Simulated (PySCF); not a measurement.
**Worked example: dipole moment from atomic charges**

Ge(OH)(SH) (GeH2OS), SMILES [SH][Ge][OH] (connectivity only; charge and spin as stated), neutral, multiplicity 1. Atoms are numbered in the order given.

```xyz
5

Ge     0.4656     0.5194     0.0000
O     -1.1242     1.3548     0.0000
H     -1.9200     0.8103     0.0000
S     -0.3068    -1.6310     0.0000
H      0.9232    -2.1723     0.0000
```
Charge 0, spin multiplicity 1.

The structure is a stationary point at B3LYP-D3(BJ)/def2-TZVP. Other conformers were not sampled.

Charges (e) from B3LYP/def2-TZVPD (PySCF):

```json
[
 {"atom": "Ge1", "ESP fit": "0.278", "IAO": "0.586"},
 {"atom": "O2", "ESP fit": "-0.552", "IAO": "-0.737"},
 {"atom": "H3", "ESP fit": "0.418", "IAO": "0.355"},
 {"atom": "S4", "ESP fit": "-0.305", "IAO": "-0.305"},
 {"atom": "H5", "ESP fit": "0.162", "IAO": "0.100"}
]
```

The dipole moment of the full density is 0.94 D.

Q: What dipole moment does each set of point charges give, and which comes closer to that of the density?

A: 
μ = Σ q r, and 1 e Å = 4.8032 D.
ESP fit: Σ q r = (0.191, -0.119, 0.000) e Å, |μ| = 1.08 D.
IAO: Σ q r = (0.606, -0.126, 0.000) e Å, |μ| = 2.97 D.
ESP fit comes closer in size. Point charges leave out the atoms' own dipoles (lone pairs, polarised bonds); fits to the potential absorb them, partitions of the density don't.
